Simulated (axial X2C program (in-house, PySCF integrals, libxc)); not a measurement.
**HfO⁺: from Re and ωe to a spectrum**

A bond curve at the PBE0 level, with spin–orbit coupling, was computed with an in-house all-electron X2C program for linear molecules (integrals from PySCF) (basis Hf dyall-cv3z [13s14p9d7f4g], O dyall-av3z [7s6p3d2f] (cores contracted in-house)) for the state Ω = 1/2 (⟨Sz⟩ = 0.50, ⟨Lz⟩ = 0.00 at PBE0). Its fit gives Re = 1.6819 Å, ωe = 1064.7 cm⁻¹, ωexe = 2.98 cm⁻¹ and αe = 1.592e-03 cm⁻¹; the masses are 179.9465 and 15.9949 u. Two-component means X2C with spin–orbit coupling and atomic mean-field Coulomb and Gaunt terms.

Problem. Find the reduced mass, Be and the force constant.

Solution. From the PBE0 values: μ = 14.6892 u. Be = 16.8576/(μ Re²) = 0.4057 cm⁻¹. k = 5.8918×10⁻⁷ μ ωe² = 9.81 mdyn/Å.

Problem. A Morse curve ties αe to the other constants (Pekeris). How well does that hold?

Solution. αe(Morse) = 6Be²/ωe × (√(ωexe/Be) − 1) = 1.586e-03 cm⁻¹; the PBE0 curve gives 1.592e-03 cm⁻¹, a ratio of 1.00.

Problem. Estimate the centrifugal constant by the Kratzer relation.

Solution. D = 4Be³/ωe² = 2.36e-07 cm⁻¹.

Problem. Where do the fundamental and the first overtone lie?

Solution. ν(1←0) = ωe − 2ωexe = 1058.7 cm⁻¹; ν(2←0) = 2ωe − 6ωexe = 2111.5 cm⁻¹.

The state is a single determinant with fixed occupations, the lowest that a limited PBE0 search found. Density functionals use the spin component along the axis (collinear).
